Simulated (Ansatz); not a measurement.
A further run on `Sc1cc2sc(-c3cc4sc(-c5cc6sc(-c7cc8sc(S)cc8s7)cc6s5)cc4s3)cc2s1`.

```yaml
crystal:
  periodic: [false, false, false]
  atoms:
    - {symbol: S, position_ang: [13.171844, 0.041600, -0.476782]}
    - {symbol: C, position_ang: [11.410966, 0.046656, -0.503312]}
    - {symbol: C, position_ang: [10.583776, -1.059281, -0.354839]}
    - {symbol: C, position_ang: [9.216872, -0.677924, -0.298672]}
    - {symbol: S, position_ang: [7.707883, -1.532906, -0.149794]}
    - {symbol: C, position_ang: [6.791243, -0.026200, -0.276191]}
    - {symbol: C, position_ang: [5.349069, -0.042608, -0.215739]}
    - {symbol: C, position_ang: [4.493376, 1.030190, 0.044138]}
    - {symbol: C, position_ang: [3.135743, 0.635103, 0.008103]}
    - {symbol: S, position_ang: [1.612957, 1.446153, 0.244611]}
    - {symbol: C, position_ang: [0.719393, -0.058008, -0.028801]}
    - {symbol: C, position_ang: [-0.718844, -0.050349, 0.032153]}
    - {symbol: C, position_ang: [-1.569843, 1.029059, 0.284553]}
    - {symbol: C, position_ang: [-2.929307, 0.640892, 0.263615]}
    - {symbol: S, position_ang: [-4.446517, 1.462681, 0.494765]}
    - {symbol: C, position_ang: [-5.349149, -0.034993, 0.221170]}
    - {symbol: C, position_ang: [-6.789188, -0.018649, 0.280415]}
    - {symbol: C, position_ang: [-7.637818, 1.080592, 0.420818]}
    - {symbol: C, position_ang: [-9.001453, 0.694174, 0.427844]}
    - {symbol: S, position_ang: [-10.522392, 1.531137, 0.560663]}
    - {symbol: C, position_ang: [-11.411537, 0.005668, 0.491076]}
    - {symbol: S, position_ang: [-13.172270, -0.017271, 0.462550]}
    - {symbol: C, position_ang: [-10.571834, -1.090982, 0.340220]}
    - {symbol: C, position_ang: [-9.208544, -0.696041, 0.301181]}
    - {symbol: S, position_ang: [-7.689302, -1.537363, 0.170537]}
    - {symbol: C, position_ang: [-4.499827, -1.115335, -0.029859]}
    - {symbol: C, position_ang: [-3.139097, -0.729347, -0.003694]}
    - {symbol: S, position_ang: [-1.620626, -1.550866, -0.232509]}
    - {symbol: C, position_ang: [1.575882, -1.131265, -0.287830]}
    - {symbol: C, position_ang: [2.933870, -0.735077, -0.266936]}
    - {symbol: S, position_ang: [4.457374, -1.541849, -0.510486]}
    - {symbol: C, position_ang: [7.626363, 1.083422, -0.413043]}
    - {symbol: C, position_ang: [8.994182, 0.711191, -0.414116]}
    - {symbol: S, position_ang: [10.505946, 1.564118, -0.554904]}
    - {symbol: H, position_ang: [13.372985, 0.450546, -1.766652]}
    - {symbol: H, position_ang: [10.970542, -2.084696, -0.302293]}
    - {symbol: H, position_ang: [4.854341, 2.040652, 0.272530]}
    - {symbol: H, position_ang: [-1.204240, 2.047086, 0.472710]}
    - {symbol: H, position_ang: [-7.271786, 2.112814, 0.498683]}
    - {symbol: H, position_ang: [-13.379364, 0.370247, 1.758341]}
    - {symbol: H, position_ang: [-10.948072, -2.119584, 0.275549]}
    - {symbol: H, position_ang: [-4.867544, -2.130227, -0.230493]}
    - {symbol: H, position_ang: [1.215812, -2.150112, -0.482296]}
    - {symbol: H, position_ang: [7.248163, 2.106944, -0.527003]}
basis:
  gaussian: {orbitals: 6-31G}
hamiltonian: {xc: {name: LC-wPBE}}
output: {forces: true}
```

```sh
$ ansatz run in.yaml --threads 2 --pin off --events-out ev --progress --plain --max-ram 32768MiB --backend cuda --devices 0, --max-vram 18GiB
```

Output, abridged:

```
Functional definition: LC-wPBE
6032 factors; their error is unknown
1973 factors; integrals over basis functions are off by at most 1.1e-5 eV
mean field evaluation 1: about -133321.7526 eV, gradient 5.1e1 eV
mean field evaluation 2: about -133327.1570 eV, gradient 3.5e1 eV
mean field evaluation 4: about -133330.2432 eV, gradient 4.0e0 eV
mean field evaluation 8: about -133330.3302 eV, gradient 3.1e-1 eV
mean field evaluation 16: about -133329.8712 eV, gradient 2.4e-3 eV
mean field -133329.87124181 eV, -4899.7823939038 hartree, gradient 2.4e-5 eV, S^2 0.000000; 0 other end points of the search recorded, 0 dependent functions left out
reference -133329.87124183 eV, -4899.7823939044 hartree; 157, 157 occupied and 209, 209 virtual orbitals, 6032 factors
Total energy: -133329.87124183 eV, -4899.7823939044 hartree
Atom 0 force     0.814059     0.012274    -0.126713 eV/Å
Atom 1 force    -1.514615    -1.545094     0.309955 eV/Å
Atom 2 force     1.000238     0.634689    -0.165442 eV/Å
Atom 3 force     0.318090     1.726794    -0.182886 eV/Å
Atom 4 force    -0.222532    -0.867059     0.076218 eV/Å
Atom 5 force     0.623050     1.551841    -0.127665 eV/Å
Atom 6 force    -0.665286     1.524358     0.299883 eV/Å
Atom 7 force     1.057874    -0.533115    -0.105145 eV/Å
Atom 8 force     0.336960    -1.736555    -0.372992 eV/Å
Atom 9 force    -0.309548     0.819569     0.186555 eV/Å
Atom 10 force     0.754905    -1.415275    -0.327662 eV/Å
Atom 11 force    -0.749987     1.416578     0.319244 eV/Å
Atom 12 force     1.099453    -0.529454    -0.152253 eV/Å
Atom 13 force     0.333836    -1.765054    -0.366309 eV/Å
Atom 14 force    -0.301244     0.829877     0.176800 eV/Å
Atom 15 force     0.707838    -1.413272    -0.306204 eV/Å
Atom 16 force    -0.699988     1.437689     0.172773 eV/Å
Atom 17 force     1.044196    -0.518473    -0.128429 eV/Å
Atom 18 force     0.351056    -1.805062    -0.178007 eV/Å
Atom 19 force    -0.320308     0.854833     0.083781 eV/Å
Atom 20 force     1.537934    -1.532408    -0.301392 eV/Å
Atom 21 force    -0.817638     0.003185     0.116351 eV/Å
Atom 22 force    -1.012272     0.616845     0.172656 eV/Å
Atom 23 force    -0.365291     1.723956     0.212370 eV/Å
Atom 24 force     0.304178    -0.862400    -0.096592 eV/Å
Atom 25 force    -1.092627     0.528116     0.130494 eV/Å
Atom 26 force    -0.339259     1.764251     0.365906 eV/Å
Atom 27 force     0.310054    -0.820331    -0.177910 eV/Å
Atom 28 force    -1.105885     0.530150     0.152373 eV/Å
Atom 29 force    -0.312119     1.760635     0.355958 eV/Å
Atom 30 force     0.226203    -0.831063    -0.173377 eV/Å
Atom 31 force    -0.993119    -0.545727     0.057886 eV/Å
Atom 32 force    -0.320897    -1.790215     0.159215 eV/Å
Atom 33 force     0.318856     0.859366    -0.083747 eV/Å
Atom 34 force     0.051340    -0.049545     0.047067 eV/Å
Atom 35 force    -0.220448     0.569901    -0.003355 eV/Å
Atom 36 force    -0.202932    -0.552251    -0.119291 eV/Å
Atom 37 force    -0.213284    -0.558115    -0.100073 eV/Å
Atom 38 force    -0.215260    -0.566122    -0.037315 eV/Å
Atom 39 force    -0.046286    -0.050524    -0.053104 eV/Å
Atom 40 force     0.213272     0.570537     0.015852 eV/Å
Atom 41 force     0.214411     0.553921     0.114011 eV/Å
Atom 42 force     0.209874     0.559116     0.103542 eV/Å
Atom 43 force     0.213147    -0.561366     0.056970 eV/Å
Dipole moment:     0.002751     0.091832    -0.005458 e Å
```

Run time 15 s (2 threads of AMD EPYC 7R13 on a shared host and a share (18 GiB) of an NVIDIA H100 80GB HBM3), peak host memory 1.7 GiB.

LC-ωPBE has ω = 0.4 bohr⁻¹.
